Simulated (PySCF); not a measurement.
B(H)(Me)(OH) (CH₅BO), SMILES CBO. Heavy atoms are numbered as in [BH:1]([CH3:3])[OH:7]. Hydrogens are named by the atom that carries them.

Geometry optimised at B3LYP-D3(BJ)/def2-TZVP. One conformer was computed; it need not be the lowest.

Method: PBE0/pcSseg-2 in PySCF.

GIAO shieldings, no solvent; atoms alike by connectivity are averaged. δ = σ(ref) − σ: ¹¹B against BF3 (σ = 88.8 ppm); ¹H against TMS (σ = 31.54 ppm); ¹³C against TMS (σ = 186.1 ppm); ¹⁷O against H2O (σ = 327.8 ppm), references at their B3LYP-D3(BJ)/def2-TZVP geometries, non-relativistic.

Estimate the chemical shifts. (An estimate is asked for; the answer gives what the named calculation found.)


| nucleus | atoms | count | δ (ppm) |
|---|---|---|---|
| ¹¹B | B1 (BH) | 1 | 41.8 |
| ¹H | H on O7 | 1 | 5.58 |
| ¹H | H on B1 | 1 | 5.46 |
| ¹H | H on C3 | 3 | 0.49 |
| ¹³C | C3 (CH3) | 1 | 10.6 |
| ¹⁷O | O7 (OH) | 1 | 196.4 |
